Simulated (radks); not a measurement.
Values are calculated unless marked as measured or tabulated.
Sb IV, configuration [Kr] 4d10 5s2. Code: a radial shooting solver on a logarithmic mesh with Libxc functionals. Model: Dirac Kohn-Sham, PBE, spin-unpolarised, spherical densities, finite nucleus; Fermi nuclear charge, rms radius 4.6802 fm.

Normalised radial functions P(r) = r R(r) (large component), r in bohr:

| r | 3d5/2 | 4p1/2 | 5s1/2 |
|---|---|---|---|
| 0.002308 | 0.0001 | 0.0081 | 0.0445 |
| 0.003526 | 0.0002 | 0.0149 | 0.0615 |
| 0.005388 | 0.0006 | 0.0281 | 0.0819 |
| 0.0083 | 0.0021 | 0.0540 | 0.1025 |
| 0.01268 | 0.0068 | 0.1015 | 0.1139 |
| 0.01938 | 0.0215 | 0.1828 | 0.1002 |
| 0.02985 | 0.0659 | 0.3052 | 0.0396 |
| 0.04562 | 0.1822 | 0.4306 | -0.0700 |
| 0.0697 | 0.4481 | 0.4449 | -0.1743 |
| 0.1074 | 0.9432 | 0.1585 | -0.1386 |
| 0.1641 | 1.5454 | -0.4081 | 0.1029 |
| 0.2507 | 1.8394 | -0.6917 | 0.2765 |
| 0.3862 | 1.4058 | 0.0025 | -0.0238 |
| 0.5901 | 0.5959 | 1.0607 | -0.4174 |
| 0.9017 | 0.1124 | 1.1465 | -0.0791 |
| 1.389 | 0.0064 | 0.4682 | 0.6586 |
| 2.122 | 0.0001 | 0.0742 | 0.7708 |
| 3.243 | 0.0000 | 0.0033 | 0.3287 |
| 4.995 | 0.0000 | 0.0000 | 0.0424 |
| 7.633 | 0.0000 | 0.0000 | 0.0011 |

3d5/2: eigenvalue -541.09 eV, 0 radial nodes, <r> = 0.307 bohr, 90 % of the charge inside 0.483 bohr. 4p1/2: eigenvalue -137.12 eV, 2 radial nodes at r = 0.122, 0.386 bohr, <r> = 0.832 bohr, 90 % of the charge inside 1.22 bohr. 5s1/2: eigenvalue -38.895 eV, 4 radial nodes at r = 0.0354, 0.141, 0.378, 0.944 bohr, <r> = 2.02 bohr, 90 % of the charge inside 2.91 bohr.
